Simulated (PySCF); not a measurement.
## Excitation energy of Tc by level of theory

Tc [Kr] 4d5 5s2 (6S) → Tc [Kr] 4d6 5s1 (6D), as a difference of total energies. Computed with PySCF 2.14 in aug-cc-pVTZ-PP with one added diffuse shell each of s, p, d, f, g type with ECP28MDF (7s7p6d4f3g, 113 functions), with a scalar-relativistic core potential. Correlated levels: valence: 4s2 4p6 frozen. The calculations carry no spin-orbit coupling.

```csv
method,excitation energy (cm⁻¹)
UHF,6143.3
LDA,976.19
PBE,-965.95
PBE0,12.308
r2SCAN,842.94
B3LYP,1397.0
LC-wPBE,-682.80
TPSSh,-794.50
MP2 (valence),3796.1
SCS-MP2 (valence),3479.7
```

Errors of the correlated levels include the incompleteness of this basis and the frozen core.

Q: Which method comes closest to the reference value, and which is furthest?

A: The reference is 3276.9 cm⁻¹ (measured; NIST levels, between the centres of gravity of the two terms). Closest: SCS-MP2 (valence) (error 202.79 cm⁻¹); furthest: PBE (error -4242.8 cm⁻¹).
